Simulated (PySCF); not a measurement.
Polarisability and C₆ of Ag²⁺ (silver, charge +2)

[Kr] 4d9, 2D determinant. Calculation: PySCF 2.14, in aug-cc-pVTZ-PP with one added diffuse shell each of s, p, d, f, g type with ECP28MDF (7s7p6d4f3g, 113 functions); a scalar-relativistic core potential. Coupled (time-dependent) response in atomic units; α is the mean over directions.

| method | mean α (bohr³) | α xx, yy, zz | C₆ (like pair) | S(−4) |
| --- | --- | --- | --- | --- |
| wB97M-V | 6.127 | 6.001, 6.001, 6.379 | 31.51 | 8.790 |

S(−4) is the Cauchy moment in α(ω) = α(0) + S(−4) ω² + …

Spin-orbit coupling is absent.

α(iu) at wB97M-V:

```json
{"u (hartree)": "0", "α(iu) (bohr³)": "6.127"}
{"u (hartree)": "0.0500", "α(iu) (bohr³)": "6.105"}
{"u (hartree)": "0.100", "α(iu) (bohr³)": "6.041"}
{"u (hartree)": "0.200", "α(iu) (bohr³)": "5.808"}
{"u (hartree)": "0.300", "α(iu) (bohr³)": "5.482"}
{"u (hartree)": "0.500", "α(iu) (bohr³)": "4.753"}
{"u (hartree)": "0.750", "α(iu) (bohr³)": "3.933"}
{"u (hartree)": "1.00", "α(iu) (bohr³)": "3.278"}
{"u (hartree)": "1.50", "α(iu) (bohr³)": "2.347"}
{"u (hartree)": "2.00", "α(iu) (bohr³)": "1.744"}
{"u (hartree)": "3.00", "α(iu) (bohr³)": "1.051"}
{"u (hartree)": "5.00", "α(iu) (bohr³)": "0.4837"}
```

A single London oscillator, α(iu) = α/(1 + u²/ω²), gives C₆ = (3/4) ω α². Matching the computed C₆ needs ω = 4 × 31.51 / (3 × 6.127²) = 1.12 hartree.

For an ion, C₆ is the dispersion term alone; charge-induced terms of lower order in 1/R come first.

The components differ because the open shell of this determinant is not spherical; for a pure term their mean is the scalar polarisability.

Energies and moments cover only the electrons outside the core potential.
